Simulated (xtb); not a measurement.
C₂H₅FO₂Si, SMILES O=CC[Si@H](O)F. All values are semi-empirical tight-binding results from xtb (GFN2-xTB unless named), good for trends rather than for accurate numbers. Geometry optimised at GFN2-xTB. The structure was generated by enumeration; whether it is a known compound was not checked. The values are those of a single conformer.

Optimised geometry:

Bonded distances (Å): O1–C2 1.208, C2–C3 1.478, C2–H7 1.105, C3–Si4 1.922, C3–H8 1.084, C3–H9 1.088, Si4–O5 1.602, Si4–F6 1.609, Si4–H10 1.442, O5–H11 0.962. Bond angles (°): O1–C2–C3 124.1, O1–C2–H7 120.3, C3–C2–H7 115.5, C2–C3–Si4 106.4, C2–C3–H8 112.1, C2–C3–H9 109.6, Si4–C3–H8 112.8, Si4–C3–H9 106.4, H8–C3–H9 109.5, C3–Si4–O5 109.8, C3–Si4–F6 105.8, C3–Si4–H10 114.7, O5–Si4–F6 109.5, O5–Si4–H10 109.6, F6–Si4–H10 107.3, Si4–O5–H11 120.6.

Estimate the properties. (An estimate is asked for; the answer gives what the named calculation found.)


The orbital gap is 3.80 eV. The dipole moment is 2.56 D and the zero-point energy is 44.2 kcal/mol. The G − E(el) at 298.15 K (modified RRHO) is 24.0 kcal/mol and the static polarisability (D4 model) is 64.4 bohr³. The solvation energy, GFN2-xTB/ALPB(water) is -3.8 kcal/mol and the solvation energy, GFN2-xTB/ALPB(methanol) comes out as -5.0 kcal/mol.

Computed atomic charges and the Wiberg bond orders between heavy atoms:
charges (e) O1 -0.38, C2 0.21, C3 -0.18, Si4 0.62, O5 -0.44, F6 -0.26, H7 0.02, H8 0.04, H9 0.06, H10 -0.04, H11 0.35. Bond orders O1–C2 1.84, C2–C3 1.08, C3–Si4 0.76, Si4–O5 1.27, Si4–F6 1.08.
